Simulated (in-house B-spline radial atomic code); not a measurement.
Binding energies in Os³¹⁺

NIST's tabulated ground configuration is [Kr] 4d9; each binding energy is the energy of the ion with one electron taken from that subshell, relaxed, less that of the parent. Level of theory: Dirac-Hartree-Fock, average of configuration, Fermi nucleus of rms radius 5.4126 fm; calculated with a radial B-spline atomic code at the basis-set limit. Energies include first-order Breit, QED and recoil terms.

| subshell | X-ray name | binding energy (eV) | -ε (eV) | relaxation (eV) |
| --- | --- | --- | --- | --- |
| 1s | K | 75051.9 | 75501.4 | 66.9 |
| 2p3/2 | L3 | 12065.8 | 12128.3 | 31.9 |
| 3s | M1 | 4245.5 | 4265.3 | 9.6 |
| 3p1/2 | M2 | 3985.6 | 4005.5 | 10.5 |
| 3p3/2 | M3 | 3647.4 | 3662.5 | 9.3 |
| 4s | N1 | 1729 | 1733.5 | 1.7 |
| 4p1/2 | N2 | 1615.1 | 1619.3 | 1.8 |
| 4p3/2 | N3 | 1518.8 | 1521.8 | 1.5 |
| 4d | N4,5 | 1321.6 | 1323.8 | 1.6 |

Relaxation = -ε minus the binding energy without Breit, QED and recoil terms.

Emission lines follow as differences of binding energies, with λ = 12398.42 eV·Å / E:

| line | holes | energy (eV) | wavelength (Å) |
| --- | --- | --- | --- |
| K-L3 | 1s → 2p3/2 | 62986.1 | 0.19684 |
| K-M3 | 1s → 3p3/2 | 71404.5 | 0.17364 |
| L3-M1 | 2p3/2 → 3s | 7820.3 | 1.5854 |

Q: What screening constant σ does Moseley's law, E = (3/4)·13.6057 eV·(Z - σ)², need for K-L3?

A: σ = -2.57.

Moseley's non-relativistic formula needs a falling, then negative, screening constant for heavy elements, because relativity binds the 1s electron more strongly than the formula allows.

Q: What does it cost to remove both a 1s and a 3p1/2 electron?

A: 79208 eV, which is 170.5 eV more than the two single binding energies together.

Q: What does it cost to remove both a 4s and a 4p3/2 electron?

A: 3296.8 eV, which is 48.99 eV more than the two single binding energies together.

Q: What does it cost to remove two 1s electrons?

A: 151600 eV, which is 1496 eV more than the two single binding energies together.
